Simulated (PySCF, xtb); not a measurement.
Te(OH)(SeH) (H2OSeTe), SMILES O[Te][SeH].

The structure is a stationary point at B3LYP-D3(BJ)/def2-SVP. The def2 effective core potentials stand for the cores of Te; spin–orbit coupling is left out. The values are those of a single conformer.

These are C-PCM-ωB97X/def2-SVP run with PySCF values and carry that method's errors.

The values are the electrostatic part of the solvation free energy, E(continuum) − E(gas) at the gas-phase geometry, in a cavity of scaled van der Waals radii (PySCF's table); cavitation and dispersion terms are not included. In vacuum the orbital gap is 8.98 eV. The dipole moment in vacuum is 1.11 D.

Estimate the values in water (ε = 78.36), dimethylsulfoxide (ε = 46.83), methanol (ε = 32.61). (The exact figures need the calculation; the answer reports its results.)


```json
[
 {"solvent": "water", "ε": "78.36", "ΔG(elec) (kcal/mol)": "-5.8", "dipole (D)": "1.38", "gap (eV)": "9.04"},
 {"solvent": "dimethylsulfoxide", "ε": "46.83", "ΔG(elec) (kcal/mol)": "-5.7", "dipole (D)": "1.38", "gap (eV)": "9.04"},
 {"solvent": "methanol", "ε": "32.61", "ΔG(elec) (kcal/mol)": "-5.7", "dipole (D)": "1.37", "gap (eV)": "9.04"}
]
```

For comparison, GFN2-xTB/ALPB(water) (xtb, at the GFN2-xTB geometry, all terms of that model) gives -6.4 kcal/mol.
